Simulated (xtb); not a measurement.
FH₇N₂Si₂, SMILES N[SiH2]N[SiH2]F. All values are semi-empirical tight-binding results from xtb (GFN2-xTB unless named), good for trends rather than for accurate numbers. The structure is a stationary point at GFN2-xTB. The structure was generated by enumeration, and PubChem lists no compound with its InChIKey, so it may never have been made. The values are those of a single conformer.

Optimised geometry:

Bonds (Å): Si1–F2 1.612, Si1–N3 1.717, Si1–H6 1.454, Si1–H7 1.457, N3–Si4 1.743, N3–H8 1.009, Si4–N5 1.719, Si4–H9 1.464, Si4–H10 1.459, N5–H11 1.006, N5–H12 1.007. Bond angles (°): F2–Si1–N3 104.3, F2–Si1–H6 106.0, F2–Si1–H7 105.1, N3–Si1–H6 111.5, N3–Si1–H7 114.0, H6–Si1–H7 114.8, Si1–N3–Si4 130.0, Si1–N3–H8 114.1, Si4–N3–H8 115.0, N3–Si4–N5 113.2, N3–Si4–H9 110.6, N3–Si4–H10 105.7, N5–Si4–H9 105.3, N5–Si4–H10 107.8, H9–Si4–H10 114.4, Si4–N5–H11 120.2, Si4–N5–H12 119.4, H11–N5–H12 110.1.
Charge 0, spin multiplicity 1.

The orbital gap is 5.59 eV and the dipole moment is 1.68 D. The zero-point energy is 47.6 kcal/mol and the G − E(el) at 298.15 K (modified RRHO) is 26.5 kcal/mol. The static polarisability (D4 model) is 79.4 bohr³ and the solvation energy, GFN2-xTB/ALPB(water) is -2.7 kcal/mol. The solvation energy, GFN2-xTB/ALPB(ether) is -4.9 kcal/mol.

Computed atomic charges and the Wiberg bond orders between heavy atoms:
charges (e) Si1 0.56, F2 -0.30, N3 -0.44, Si4 0.51, N5 -0.42, H6 -0.08, H7 -0.09, H8 0.16, H9 -0.10, H10 -0.10, H11 0.15, H12 0.15. Bond orders Si1–F2 1.05, Si1–N3 1.12, N3–Si4 1.00, Si4–N5 1.13.
